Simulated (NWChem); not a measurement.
A series in which one site is exchanged, each optimised at PBE0/def2-SVP with NWChem, gas phase unless a solvent is named. Low-valent species are run as closed-shell singlets; no triplet was tried in these runs. def2 effective core potentials on In; no spin-orbit coupling.

A: [CuH] (CuH; site = Cu)
B: [GaH] (GaH; site = Ga)
C: [InH] (InH; site = In)
D: [AlH] (AlH; site = Al)

Values for A:

dipole (D), PBE0/def2-SVP: 2.77
orbital gap (eV), PBE0/def2-SVP: 4.79
vertical ionisation energy, ΔSCF, PBE/def2-SVP (eV): 9.15
vertical ionisation energy, ΔSCF, CAM-B3LYP/def2-SVP (eV): 9.16
static polarisability, CAM-B3LYP/def2-SVPD (bohr³): 32.1

**Question.** How do these values change for the other members?

**Answer.** 
```json
[
 {"change from A": "dipole (D), PBE0/def2-SVP", "B": "-2.56", "C": "-2.13", "D": "-2.67"},
 {"change from A": "orbital gap (eV), PBE0/def2-SVP", "B": "-0.58", "C": "-0.85", "D": "-0.78"},
 {"change from A": "vertical ionisation energy, ΔSCF, PBE/def2-SVP (eV)", "B": "-0.77", "C": "-1.22", "D": "-1.03"},
 {"change from A": "vertical ionisation energy, ΔSCF, CAM-B3LYP/def2-SVP (eV)", "B": "-0.68", "C": "-1.12", "D": "-0.94"},
 {"change from A": "static polarisability, CAM-B3LYP/def2-SVPD (bohr³)", "B": "+8.0", "C": "+18.2", "D": "+12.9"}
]
```
